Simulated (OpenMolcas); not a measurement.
A run on Mn3+ among 6 point charges of -2.2 e arranged as a tetragonal octahedron (D4h), 1.52 Å from the ion, with the axial distance 1.672 Å. The active orbitals were held to one l.
```
   1.5200    0.0000    0.0000  -2.20
   0.0000    1.5200    0.0000  -2.20
  -1.5200    0.0000    0.0000  -2.20
   0.0000   -1.5200    0.0000  -2.20
   0.0000    0.0000    1.6720  -2.20
   0.0000    0.0000   -1.6720  -2.20
```

| Quantity | Value |
| --- | --- |
| Program | OpenMolcas 26.06 |
| Method | CASSCF |
| Basis | ANO-RCC-VDZP [5s4p2d1f] |
| Scalar Hamiltonian | DKH2, point nucleus |
| Active space | 4 electrons in 5 orbitals (3d) |
| State averaging | 2S+1 = 5 even, 5 roots; 2S+1 = 3 even, 45 roots; 2S+1 = 1 even, 50 roots |
| Spin-orbit coupling | state interaction with AMFI integrals over the reference wave functions |

34 basis functions. Blocks (2S+1, parity, CSFs, roots kept): 5, even, 5, 5; 3, even, 45, 45; 1, even, 50, 50.

Question: How long do the RASSCF and RASSI steps take on 1 thread of Intel(R) Xeon(R) 6975P-C (Granite Rapids) (shared host)?

Answer: About 16 s of wall time, without the integral step.
